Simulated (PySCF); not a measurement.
PySCF input file for pentalene (C8H6), SMILES C1=C2C=CC=C2C=C1, PBE/pcSseg-1. Geometry: ωB97X-D3(BJ)/def2-SVP.

```python
import numpy as np
from pyscf import gto, scf, dft
from pyscf.prop.nmr import rks as nmr

mol = gto.M(
    atom='''
    C    -0.06514330   -2.17148464    0.00000000
    C     1.09567168   -1.47604368    0.00000000
    C     0.73376888   -0.03829138    0.00000000
    C     1.22838486    1.21842642    0.00000000
    C     0.06514330    2.17148464    0.00000000
    C    -1.09567168    1.47604368    0.00000000
    C    -0.73376888    0.03829138    0.00000000
    C    -1.22838486   -1.21842642    0.00000000
    H    -0.16653918   -3.25858000    0.00000000
    H     2.10460063   -1.88958448    0.00000000
    H     2.27634553    1.52760271    0.00000000
    H     0.16653919    3.25858000    0.00000000
    H    -2.10460063    1.88958448    0.00000000
    H    -2.27634553   -1.52760271    0.00000000
    ''',
    basis='pcSseg-1',
    charge=0,
    spin=0,
    max_memory=1600,
    verbose=3,
)
mf = dft.RKS(mol, xc='pbe').density_fit(auxbasis='def2-universal-jkfit')
mf.grids.level = 3
mf.conv_tol = 1e-10
mf.max_cycle = 100
mf.kernel()
n = nmr.NMR(mf)
n.verbose = 2
n.max_cycle_cphf = 60
sigma = n.kernel()
print('atom   isotropic/ppm   span/ppm')
for i, s in enumerate(sigma):
    w = np.linalg.eigvalsh((s + s.T) / 2)
    print(f'{mol.atom_symbol(i):2s}{i + 1:3d} {w.mean():14.3f} {w[2] - w[0]:11.3f}')
```

Program output:

```
converged SCF energy = -307.939647669131
atom   isotropic/ppm   span/ppm
C   1         38.399     151.977
C   2         45.043     193.879
C   3         21.140     117.596
C   4         34.980     164.000
C   5         38.399     151.977
C   6         45.043     193.879
C   7         21.140     117.596
C   8         34.980     164.000
H   9         26.620       4.904
H  10         26.524       5.985
H  11         26.421       5.771
H  12         26.620       4.904
H  13         26.524       5.985
H  14         26.421       5.771
```

The calculation finished and met its thresholds.

Cost: roughly 70 core-seconds.
